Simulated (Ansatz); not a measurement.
A first, cheap relaxation of C$_{3}$H$_{8}$OSi, SMILES `CC1OC[SiH2]1`.

```yaml
crystal:
  periodic: [false, false, false]
  atoms:
    - {symbol: C, position_ang: [-1.452700, 0.706300, 0.187400]}
    - {symbol: C, position_ang: [-0.462100, -0.248900, 0.634300]}
    - {symbol: O, position_ang: [-0.355500, -1.338300, -0.312600]}
    - {symbol: C, position_ang: [0.923400, -0.896900, -1.022900]}
    - {symbol: Si, position_ang: [1.344000, 0.190100, 0.374800]}
    - {symbol: H, position_ang: [-1.511600, 1.650500, 0.822200]}
    - {symbol: H, position_ang: [-1.312500, 1.089800, -0.850700]}
    - {symbol: H, position_ang: [-2.461200, 0.319900, 0.213600]}
    - {symbol: H, position_ang: [-0.663200, -0.605200, 1.684300]}
    - {symbol: H, position_ang: [0.587100, -0.410300, -1.933700]}
    - {symbol: H, position_ang: [1.515400, -1.740500, -1.203700]}
    - {symbol: H, position_ang: [2.300600, -0.396900, 1.397400]}
    - {symbol: H, position_ang: [1.568600, 1.645600, 0.024400]}
basis:
  gaussian: {orbitals: def2-SVP}
hamiltonian: {xc: pbe, dispersion: d4}
relax: {f_tol: 0.03, max_steps: 200}
```

```sh
$ ansatz run in.yaml --threads 4 --pin off --events-out ev --progress --plain --max-ram 10444MiB
```

It prints (some lines left out):

```
Functional definition: PBE
mean field -13147.09605746 eV, -483.1468686899 hartree, gradient 4.7e-5 eV, S^2 0.000000; 0 other end points of the search recorded, 0 dependent functions left out
relax step   1: F+E_penalty+E_count = -13147.37366338 eV  Δ(F+E_penalty+E_count) = +0.000e0 eV  max|allowed force component| = 3.049e0 eV/Å  Δτ_max = 0.0000 Å  (29 SCF iters, accepted)
mean field -13147.51259634 eV, -483.1621762116 hartree, gradient 2.5e-5 eV, S^2 0.000000; 0 other end points of the search recorded, 0 dependent functions left out
relax step   2: F+E_penalty+E_count = -13147.78580697 eV  Δ(F+E_penalty+E_count) = -4.121e-1 eV  max|allowed force component| = 1.452e0 eV/Å  Δτ_max = 0.1289 Å  (29 SCF iters, accepted)
mean field -13147.60802192 eV, -483.1656830367 hartree, gradient 2.2e-5 eV, S^2 0.000000; 0 other end points of the search recorded, 0 dependent functions left out
relax step   3: F+E_penalty+E_count = -13147.87889913 eV  Δ(F+E_penalty+E_count) = -9.309e-2 eV  max|allowed force component| = 3.575e-1 eV/Å  Δτ_max = 0.0869 Å  (30 SCF iters, accepted)
mean field -13147.60351618 eV, -483.1655174538 hartree, gradient 1.4e-5 eV, S^2 0.000000; 0 other end points of the search recorded, 0 dependent functions left out
relax step   4: F+E_penalty+E_count = -13147.87502563 eV  Δ(F+E_penalty+E_count) = +3.874e-3 eV  max|allowed force component| = 2.326e-1 eV/Å  Δτ_max = 0.0825 Å  (30 SCF iters, rejected (line search))
mean field -13147.61485271 eV, -483.1659340636 hartree, gradient 1.4e-5 eV, S^2 0.000000; 0 other end points of the search recorded, 0 dependent functions left out
relax step   5: F+E_penalty+E_count = -13147.88552123 eV  Δ(F+E_penalty+E_count) = -6.622e-3 eV  max|allowed force component| = 1.271e-1 eV/Å  Δτ_max = 0.0413 Å  (30 SCF iters, accepted)
mean field -13147.61666976 eV, -483.1660008391 hartree, gradient 1.5e-5 eV, S^2 0.000000; 0 other end points of the search recorded, 0 dependent functions left out
relax step   6: F+E_penalty+E_count = -13147.88702064 eV  Δ(F+E_penalty+E_count) = -1.499e-3 eV  max|allowed force component| = 8.229e-2 eV/Å  Δτ_max = 0.0529 Å  (30 SCF iters, accepted)
mean field -13147.61812448 eV, -483.1660542992 hartree, gradient 1.4e-5 eV, S^2 0.000000; 0 other end points of the search recorded, 0 dependent functions left out
relax step   7: F+E_penalty+E_count = -13147.88825670 eV  Δ(F+E_penalty+E_count) = -1.236e-3 eV  max|allowed force component| = 4.141e-2 eV/Å  Δτ_max = 0.0241 Å  (31 SCF iters, accepted)
mean field -13147.61885720 eV, -483.1660812258 hartree, gradient 1.4e-5 eV, S^2 0.000000; 0 other end points of the search recorded, 0 dependent functions left out
relax step   8: F+E_penalty+E_count = -13147.88880447 eV  Δ(F+E_penalty+E_count) = -5.478e-4 eV  max|allowed force component| = 3.954e-2 eV/Å  Δτ_max = 0.0240 Å  (31 SCF iters, accepted)
mean field -13147.61996626 eV, -483.1661219833 hartree, gradient 1.5e-5 eV, S^2 0.000000; 0 other end points of the search recorded, 0 dependent functions left out
relax step   9: F+E_penalty+E_count = -13147.88943484 eV  Δ(F+E_penalty+E_count) = -6.304e-4 eV  max|allowed force component| = 4.004e-2 eV/Å  Δτ_max = 0.0614 Å  (30 SCF iters, accepted)
mean field -13147.62078527 eV, -483.1661520811 hartree, gradient 1.4e-5 eV, S^2 0.000000; 0 other end points of the search recorded, 0 dependent functions left out
relax step  10: F+E_penalty+E_count = -13147.88983356 eV  Δ(F+E_penalty+E_count) = -3.987e-4 eV  max|allowed force component| = 7.107e-2 eV/Å  Δτ_max = 0.0509 Å  (30 SCF iters, accepted)
mean field -13147.62156963 eV, -483.1661809058 hartree, gradient 1.4e-5 eV, S^2 0.000000; 0 other end points of the search recorded, 0 dependent functions left out
relax step  11: F+E_penalty+E_count = -13147.89036246 eV  Δ(F+E_penalty+E_count) = -5.289e-4 eV  max|allowed force component| = 8.709e-2 eV/Å  Δτ_max = 0.0366 Å  (30 SCF iters, accepted)
mean field -13147.62287072 eV, -483.1662287201 hartree, gradient 1.6e-5 eV, S^2 0.000000; 0 other end points of the search recorded, 0 dependent functions left out
relax step  12: F+E_penalty+E_count = -13147.89116231 eV  Δ(F+E_penalty+E_count) = -7.999e-4 eV  max|allowed force component| = 1.127e-1 eV/Å  Δτ_max = 0.0662 Å  (29 SCF iters, accepted)
mean field -13147.62388723 eV, -483.1662660761 hartree, gradient 1.5e-5 eV, S^2 0.000000; 0 other end points of the search recorded, 0 dependent functions left out
relax step  13: F+E_penalty+E_count = -13147.89178630 eV  Δ(F+E_penalty+E_count) = -6.240e-4 eV  max|allowed force component| = 1.411e-1 eV/Å  Δτ_max = 0.0553 Å  (30 SCF iters, accepted)
mean field -13147.62496514 eV, -483.1663056885 hartree, gradient 1.4e-5 eV, S^2 0.000000; 0 other end points of the search recorded, 0 dependent functions left out
relax step  14: F+E_penalty+E_count = -13147.89253998 eV  Δ(F+E_penalty+E_count) = -7.537e-4 eV  max|allowed force component| = 1.424e-1 eV/Å  Δτ_max = 0.0431 Å  (30 SCF iters, accepted)
mean field -13147.62634145 eV, -483.1663562672 hartree, gradient 1.7e-5 eV, S^2 0.000000; 0 other end points of the search recorded, 0 dependent functions left out
relax step  15: F+E_penalty+E_count = -13147.89349677 eV  Δ(F+E_penalty+E_count) = -9.568e-4 eV  max|allowed force component| = 2.174e-1 eV/Å  Δτ_max = 0.0703 Å  (29 SCF iters, accepted)
mean field -13147.62779364 eV, -483.1664096342 hartree, gradient 1.4e-5 eV, S^2 0.000000; 0 other end points of the search recorded, 0 dependent functions left out
relax step  16: F+E_penalty+E_count = -13147.89481653 eV  Δ(F+E_penalty+E_count) = -1.320e-3 eV  max|allowed force component| = 1.987e-1 eV/Å  Δτ_max = 0.0336 Å  (30 SCF iters, accepted)
mean field -13147.63051569 eV, -483.1665096674 hartree, gradient 1.7e-5 eV, S^2 0.000000; 0 other end points of the search recorded, 0 dependent functions left out
relax step  17: F+E_penalty+E_count = -13147.89728523 eV  Δ(F+E_penalty+E_count) = -2.469e-3 eV  max|allowed force component| = 1.708e-1 eV/Å  Δτ_max = 0.0631 Å  (30 SCF iters, accepted)
mean field -13147.63152667 eV, -483.1665468202 hartree, gradient 2.4e-5 eV, S^2 0.000000; 0 other end points of the search recorded, 0 dependent functions left out
relax step  18: F+E_penalty+E_count = -13147.89788186 eV  Δ(F+E_penalty+E_count) = -5.966e-4 eV  max|allowed force component| = 2.411e-1 eV/Å  Δτ_max = 0.1157 Å  (29 SCF iters, accepted)
mean field -13147.63299657 eV, -483.1666008381 hartree, gradient 1.4e-5 eV, S^2 0.000000; 0 other end points of the search recorded, 0 dependent functions left out
relax step  19: F+E_penalty+E_count = -13147.89933686 eV  Δ(F+E_penalty+E_count) = -1.455e-3 eV  max|allowed force component| = 1.938e-1 eV/Å  Δτ_max = 0.0157 Å  (30 SCF iters, accepted)
mean field -13147.63376426 eV, -483.1666290503 hartree, gradient 1.5e-5 eV, S^2 0.000000; 0 other end points of the search recorded, 0 dependent functions left out
relax step  20: F+E_penalty+E_count = -13147.90015228 eV  Δ(F+E_penalty+E_count) = -8.154e-4 eV  max|allowed force component| = 1.028e-1 eV/Å  Δτ_max = 0.0067 Å  (32 SCF iters, accepted)
mean field -13147.63411293 eV, -483.1666418638 hartree, gradient 1.6e-5 eV, S^2 0.000000; 0 other end points of the search recorded, 0 dependent functions left out
relax step  21: F+E_penalty+E_count = -13147.90051747 eV  Δ(F+E_penalty+E_count) = -3.652e-4 eV  max|allowed force component| = 7.942e-3 eV/Å  Δτ_max = 0.0134 Å  (30 SCF iters, accepted)
mean field -13147.63411293 eV, -483.1666418638 hartree, gradient 1.9e-5 eV, S^2 0.000000; 1 other end points of the search recorded, 0 dependent functions left out
Total energy: -13147.90055264 eV, -483.1764333426 hartree
Atom 0 at    -1.604195     0.846320     0.401792 Å, force    -0.000502     0.001410     0.000161 eV/Å
Atom 1 at    -0.498849    -0.190239     0.451196 Å, force    -0.007826     0.005033     0.001021 eV/Å
Atom 2 at    -0.423589    -0.934957    -0.801969 Å, force    -0.001355    -0.000259    -0.000180 eV/Å
Atom 3 at     0.997680    -1.097368    -1.022534 Å, force     0.007942     0.003629    -0.007739 eV/Å
Atom 4 at     1.361087     0.274545     0.263768 Å, force     0.006622     0.003125     0.000161 eV/Å
Atom 5 at    -1.682680     1.380031     1.371131 Å, force    -0.000334     0.000233     0.000126 eV/Å
Atom 6 at    -1.424699     1.592666    -0.398246 Å, force     0.000288     0.001634     0.000855 eV/Å
Atom 7 at    -2.581978     0.360508     0.199354 Å, force    -0.001643    -0.001078     0.000978 eV/Å
Atom 8 at    -0.673784    -0.892801     1.304483 Å, force    -0.000249    -0.005435     0.000576 eV/Å
Atom 9 at     1.252998    -0.933547    -2.091353 Å, force    -0.002292    -0.001990     0.002321 eV/Å
Atom 10 at     1.356467    -2.115005    -0.734178 Å, force     0.000286    -0.007924     0.001920 eV/Å
Atom 11 at     2.339873     0.029225     1.384549 Å, force    -0.001657     0.001951    -0.001138 eV/Å
Atom 12 at     1.601968     1.645824    -0.313194 Å, force     0.000720    -0.000329     0.000939 eV/Å
Dipole moment:     0.165420     0.103568     0.161912 e Å
```

Hardware: 4 threads of an Arm Neoverse V1 on a shared host. Wall time 28 s, peak host memory 0.16 GiB.
